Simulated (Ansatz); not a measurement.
Consider the ligand exchange at the Si–N bond: `C[SiH](Cl)N[SiH2]Cl` + H₂Se → `Cl[SiH2][SeH]` + `C[SiH](N)Cl`.

Isolated molecules relaxed with PBE0-D4/def2-TZVP in Ansatz; ΔE leaves out vibrations. CCSD(T)/CBS is the MP2 limit (def2-TZVPP, def2-QZVPP) plus CCSD(T) − MP2 in def2-TZVPP, frozen cores. Functionals use def2-TZVPP. B3LYP here is the variant with VWN-RPA as its local correlation; programs differ in this. For Se outer-core shells are correlated without core-valence functions, which leaves a few kJ/mol of doubt a bond. Scalar relativity is left out up to krypton. One conformer a species, not always the lowest.

| level | ΔE (kJ/mol) | difference from CCSD(T)/CBS |
| --- | --- | --- |
| PBE-D4 | 3.8 | -6.9 |
| r2SCAN-D4 | 8.7 | -2.0 |
| PBE0-D4 | 6.0 | -4.7 |
| B3LYP-D4 | 14.7 | 4.0 |
| ωB97X-V | 12.5 | 1.8 |
| B2PLYP | 9.8 | -0.9 |
| PBE | -2.0 | -12.7 |
| B3LYP | 6.0 | -4.7 |
| HF/def2-TZVPP | 12.8 | 2.1 |
| MP2/def2-TZVPP | 13.0 | 2.3 |
| SCS-MP2/def2-TZVPP | 14.6 | 3.9 |
| CCSD/def2-TZVPP | 15.6 | 4.9 |
| CCSD(T)/def2-TZVPP | 15.8 | 5.1 |
| MP2/def2-QZVPP | 10.5 | -0.2 |
| SCS-MP2/def2-QZVPP | 12.4 | 1.7 |
| CCSD/CBS(def2) | 10.6 | -0.1 |
| CCSD(T)/CBS | 10.7 | 0 |

Largest T1 diagnostic among the species: 0.010.

The D4 term adds +8.7 kJ/mol with B3LYP and +5.6 kJ/mol with PBE0; it sums over pairs of atoms, weighted by their polarisabilities, and B3LYP, whose exchange is more repulsive, gets the larger term.
